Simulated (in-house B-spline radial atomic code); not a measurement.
# RPA and G0W0 on Hartree-Fock: Be³⁺

Configuration 1s1, highest spin, mean-field start Hartree-Fock. Computed with a B-spline radial code for spherical atoms: all electrons, scalar-relativistic (spin-free one-electron X2C), finite nucleus, each spin shell either full or empty, empty states to l = 9 with an (l + 1/2)⁻⁴ tail; G0W0 by contour deformation at full frequency.

With one electron the exact correlation energy is zero, so what RPA and GW give is self-correlation.

Command:
```bash
python run_gw.py task.json out
```
Settings (radii: box in bohr, nucleus in fm):
```
Z                        4
electrons                1
configuration            1s1
hamiltonian              x2c
method                   hf
lmax                     9
rms_radius               2.519
spin_polarised           True
box_radius               14.14
intervals                71
ion_configuration        bare nucleus
```

Run time, properties included: 0.9 s on 1 thread of Arm Neoverse N1, on a shared host.

Energies (hartree):

```json
{"term": "mean-field total", "value": "-8.00170"}
{"term": "Hartree-Fock functional on these orbitals", "value": "-8.00170"}
{"term": "direct second order", "value": "-0.020863"}
{"term": "second-order exchange", "value": "0.020863"}
{"term": "SOSEX correction", "value": "0.020314"}
```

(1) What is the RPA correlation energy, and what remains with SOSEX?

Quasi-particle levels (eV):

```csv
level,occupied,mean field,Σx - vxc,Σc,QP weight,G0W0
1s up,yes,-217.74,0.00,?,?,?
1s down,no,-151.36,0.00,-2.09,0.995,-153.45
```

G0W0 = mean field + (Σx - vxc) + Σc, with Σc (partial-wave tail included) taken at the quasi-particle energy.

(2) Where does G0W0 put 1s up?

(3) What does it cost to remove one electron (to the bare nucleus) by differences of total energies, each species on its own start (correlation terms add to the Hartree-Fock functional)?

## Answers

(1) RPA gives -0.020313 hartree (-0.553 eV per electron); RPA + SOSEX gives 0, and the second-order doubles (MP2) 0 hartree. SOSEX takes back 100 % of the RPA value.

(2) At -217.64 eV, with Σc = 0.10 eV and a quasi-particle weight of 0.994. The tabulated removal energy is 217.719 eV (NIST, tabulated theory).

(3) Hartree-Fock functional 217.74 eV, + RPA 218.29 eV, + RPA + SOSEX 217.74 eV, + second order 217.74 eV. Tabulated: 217.719 eV (NIST, tabulated theory).
